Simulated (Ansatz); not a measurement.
Basis-set extrapolation for `[AlH2][SiH]([SiH3])O[SiH3]` (PBE0-D4/def2-TZVP geometry, frozen core, Ansatz 0.2.0). Multiplicity 1, RHF reference.

|  | def2-TZVPP | def2-QZVPP |
| --- | --- | --- |
| HF | -1188.959065 | -1188.997612 |
| MP2 correlation | -0.687151 | -0.740181 |
| CCSD(T) correlation | -0.791206 | not run |

Energies in hartree. Use E(X) = E(∞) + A·exp(−7.88·√X) for Hartree–Fock and E(X) = E(∞) + B·X^(−2.97) for correlation, with X = 3 and 4, and add CCSD(T) minus MP2 of the smaller set to the MP2 limit.

Question: What is the CCSD(T) energy at the basis-set limit?

Answer: HF limit: -1188.997612 + (-0.038547) × 0.13774 = -1189.00292. MP2 limit: -0.740181 + (-0.053030) × 0.74074 = -0.77946. Higher-order term: -0.791206 − (-0.687151) = -0.10406. Total: -1189.88644 hartree, 357.5 kJ/mol below CCSD(T)/def2-TZVPP.
